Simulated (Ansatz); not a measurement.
Two isomers of C2H4F2OSi: A = `F[C@@H]1C[Si@@H](F)O1`, B = `C[Si](F)(F)C=O`.

Computed with Ansatz on PBE0-D4/def2-TZVP structures; ΔE is electronic, products minus reactants. CCSD(T)/CBS adds triple-zeta CCSD(T) − MP2 to the extrapolated MP2 energy (def2 sets, frozen cores). DFT in def2-TZVPP. B3LYP here is the variant with VWN-RPA as its local correlation; programs differ in this. Each species was taken in one conformer, which may not be the lowest.

Task: Which is lower in electronic energy at CCSD(T)/CBS, and by how much? (Best estimate.)

Result: Ansatz gave: B, by 99.8 kJ/mol.

Task: Give E(B) − E(A) in kJ/mol with HF/def2-TZVPP, B3LYP-D4, r2SCAN-D4, B3LYP, CCSD(T)/def2-TZVPP, PBE0-D4, CCSD/def2-TZVPP. (Best estimate.)

Result: Computed: HF/def2-TZVPP -110.6, B3LYP-D4 -108.5, r2SCAN-D4 -91.7, B3LYP -108.2, CCSD(T)/def2-TZVPP -98.7, PBE0-D4 -82.9, CCSD/def2-TZVPP -99.1. None reverses the order clearly.

Largest T1 diagnostic: 0.013.

From PBE to PBE0 (25 % exact exchange), in def2-TZVPP and without D4, E(B) − E(A) moves by +8.3 kJ/mol. In def2-TZVPP, CCSD(T) changes the Hartree–Fock value by +11.9 kJ/mol (the triples alone add +0.4 kJ/mol) and MP2 by +14.0 kJ/mol.
